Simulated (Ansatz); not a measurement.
Reactions of CH9BSi2, SMILES `B[SiH2]C[SiH3]`.

Computed with Ansatz on PBE0-D4/def2-TZVP structures; ΔE is electronic, products minus reactants. CCSD(T)/CBS is the MP2 limit (def2-TZVPP, def2-QZVPP) plus CCSD(T) − MP2 in def2-TZVPP, frozen cores. This one scheme is used for every species. def2 core potentials past Kr. For Ga, In outer-core shells are correlated without core-valence functions, which leaves a few kJ/mol of doubt a bond. Scalar relativity is left out up to krypton. One conformer a species, not always the lowest.

Question: Order these by ΔE at CCSD(T)/CBS, lowest first. (Estimate.)
A. `B[SiH2]C[SiH3]` + `C=[CH][GaH2]` → `[SiH3]/C=[CH]\[GaH2]` + `B[SiH2]C`
B. `B[SiH2]C[SiH3]` + `O[Si]1(Cl)CO1` → `[SiH3]O[Si]1(Cl)CO1` + `B[SiH2]C`
C. `B[SiH2]C[SiH3]` + `[InH3]` → `B[SiH2][CH2][InH2]` + SiH₄
D. `B[SiH2]C[SiH3]` + `OB(O)F` → `OB(F)O[SiH3]` + `B[SiH2]C`
E. `B[SiH2]C[SiH3]` + H₂S → `B[SiH2]CS` + SiH₄
F. `B[SiH2]C[SiH3]` + `SC1CO1` → `[SiH3]SC1CO1` + `B[SiH2]C`

Answer: B (-99.3 kJ/mol), D (-84.7 kJ/mol), F (-55.1 kJ/mol), C (-2.6 kJ/mol), A (+5.8 kJ/mol), E (+62.1 kJ/mol).

Largest T1 diagnostic: 0.014, for `[InH3]`.
